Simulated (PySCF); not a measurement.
Input of a run (PBE0-D3(BJ)/def2-SVP geometry optimisation, gas phase (PySCF 2.14.0)), started from GFN2-xTB:
```
{"job": {"xc": "PBE0", "basis": "def2-SVP", "d3": "d3bj", "grid": 1, "shake": 0.01, "kind": "geom"}, "charge": 0, "multiplicity": 1}
F     -1.219160    -0.932950    -1.540470
C     -1.368270    -0.317650    -0.322870
Cl    -1.381910    -1.596080     0.910770
Si     0.171190     0.870510     0.003460
P      1.609310    -0.477560     0.988830
H     -2.352240     0.160710    -0.303480
H      0.439910     1.473850    -1.293640
H     -0.320700     1.886320     0.946270
H      1.738250    -1.340570    -0.051500
H      2.734050     0.252500     0.641600
```

Output (energies in Eh, forces in Eh/bohr):
```
step   0  E = -1230.99256083  max force = 0.037016
step   1  E = -1230.99973339  max force = 0.009303
step   2  E = -1231.00034212  max force = 0.002533
step   3  E = -1231.00071868  max force = 0.002014
step   4  E = -1231.00099254  max force = 0.004283
step   5  E = -1231.00121297  max force = 0.003546
step   6  E = -1231.00140994  max force = 0.001061
step   7  E = -1231.00148288  max force = 0.001016
step   8  E = -1231.00150022  max force = 0.000737
step   9  E = -1231.00150765  max force = 0.000195
optimisation converged
```

Problem. Summarise the run.

Solution. The energy falls by 0.243 eV over 10 energy and gradient evaluations, the largest force component goes from 0.0370 to 1.9e-04 Eh/bohr, and the atoms move by 0.292 Å rms after alignment. The bond that changes most is P5–H9 (three-coordinate phosphorus to P–H hydrogen), which lengthens by 0.072 Å. Bonds longer at the end by more than 0.005 Å: 7 of 9; shorter: 2. Among the angles that change most is P5–Si4–H7, from 122.1° to 114.5°. Among the dihedrals that turn most is Cl3–C2–Si4–P5, from 28° to 56°. The energy never rose by more than 1e-6 Eh on the way. The first step brought 80 % of the lowering.

Problem. What are the final bond lengths?

Solution. F1–C2 1.362 Å, C2–Cl3 1.789 Å, C2–Si4 1.918 Å, Si4–P5 2.259 Å, C2–H6 1.102 Å, Si4–H7 1.495 Å, Si4–H8 1.491 Å, P5–H9 1.430 Å, P5–H10 1.430 Å. Numbering counts from 1 in the input's order; the species is `[C@@H]([SiH2]P)(Cl)F`.

The run used 107 basis functions and 66 SCF cycles in all.

No PBE0-D3(BJ)/def2-SVP frequencies stand behind this structure, so it isn't proved a minimum. One conformer, not necessarily the lowest.
